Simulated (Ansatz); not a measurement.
Level of theory: frozen-core CCSD(T)/cc-pVTZ // B3LYP-D3(BJ)/def2-TZVP in Ansatz (a first-principles code).

Ansatz 0.2 input:
```yaml
crystal:
  periodic: [false, false, false]
  atoms:
    - { symbol: C, position_ang: [1.609566, 0.21133, -0.122074] }
    - { symbol: C, position_ang: [0.194955, 0.387775, 0.403976] }
    - { symbol: C, position_ang: [-0.533289, -0.853945, 0.890912] }
    - { symbol: C, position_ang: [-1.506837, -0.767991, -0.017601] }
    - { symbol: C, position_ang: [-0.952071, 0.482053, -0.668678] }
    - { symbol: H, position_ang: [2.302018, -0.033359, 0.68691] }
    - { symbol: H, position_ang: [1.651234, -0.597878, -0.854997] }
    - { symbol: H, position_ang: [1.966667, 1.125381, -0.60255] }
    - { symbol: H, position_ang: [0.16084, 1.21666, 1.117821] }
    - { symbol: H, position_ang: [-0.320215, -1.549622, 1.693224] }
    - { symbol: H, position_ang: [-2.387617, -1.362984, -0.222687] }
    - { symbol: H, position_ang: [-0.607785, 0.366991, -1.699204] }
    - { symbol: H, position_ang: [-1.577468, 1.375585, -0.605051] }
basis:
  gaussian: { orbitals: cc-pVTZ }
correlation:
  method: ccsd_t
```

Output:

```
Functional definition: HF
1474 factors; integrals over basis functions are off by at most 8.8e-4 eV
mean field evaluation 1: about -5275.0983 eV, gradient 3.7e1 eV
mean field evaluation 2: about -5275.3967 eV, gradient 3.6e1 eV
mean field evaluation 4: about -5279.0371 eV, gradient 4.3e0 eV
mean field evaluation 8: about -5279.0979 eV, gradient 2.1e-1 eV
mean field evaluation 16: about -5275.0970 eV, gradient 3.7e1 eV
mean field -5279.09810720 eV, -194.0032771386 hartree, gradient 1.2e-6 eV, S^2 0.000000; 0 other end points of the search recorded, 0 dependent functions left out
5 core orbitals not correlated
reference -5279.09810720 eV, -194.0032771386 hartree; 14, 14 occupied and 243, 243 virtual orbitals, 1474 factors
second order -22.73139862 eV of doubles, -0.00000000 eV of singles
cycle   1  -23.20001325 eV  change   -4.7e-1 eV  update   9.5e-2
cycle   2  -23.78012251 eV  change   -5.8e-1 eV  update   2.8e-2
cycle   3  -23.87470334 eV  change   -9.5e-2 eV  update   1.2e-2
cycle   4  -23.87214808 eV  change    2.6e-3 eV  update   3.2e-3
cycle   5  -23.87380213 eV  change   -1.7e-3 eV  update   1.2e-3
cycle   6  -23.87402517 eV  change   -2.2e-4 eV  update   2.7e-4
cycle   7  -23.87393038 eV  change    9.5e-5 eV  update   7.8e-5
cycle   8  -23.87393418 eV  change   -3.8e-6 eV  update   2.1e-5
perturbative correction -1.07524109 eV, -0.0395143814 hartree
Total energy: -5304.04728247 eV, -194.9201424185 hartree
```

Cost: around 6 core-minutes (rough).
